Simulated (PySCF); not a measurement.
Computed shifts of a molecule CH₈ClNSi₂, B3LYP/pcSseg-1 in PySCF, GIAO, gas phase, equivalent atoms averaged, in ppm (number of nuclei): ¹³C: 6.9 (1). ²⁹Si: 19.4 (1), -104.4 (1). ¹⁵N: 48.6 (1). ¹H: 3.64 (3), 1.45 (1), 1.36 (1), 0.84 (3). References: ¹³C against TMS (σ = 181.3 ppm); ²⁹Si against TMS (σ = 338.7 ppm); ¹⁵N against NH3 (σ = 265.5 ppm); ³⁵Cl against HCl (σ = 933.3 ppm); ¹H against TMS (σ = 31.68 ppm), references at their B3LYP-D3(BJ)/def2-TZVP geometries, non-relativistic (without spin–orbit terms, shifts of atoms bonded to Cl or Br come out too high). Coordinates come from a B3LYP-D3(BJ)/def2-SVP optimisation. Other conformers were not sampled.

Question: Pick the molecule that these values belong to.
A) C[Si@@H](N)[SiH2]Cl
B) CN[Si@H]([SiH3])Cl
C) C[Si@@](N)([SiH3])Cl
D) C[SiH2]N[SiH2]Cl

Answer: C, C[Si@@](N)([SiH3])Cl
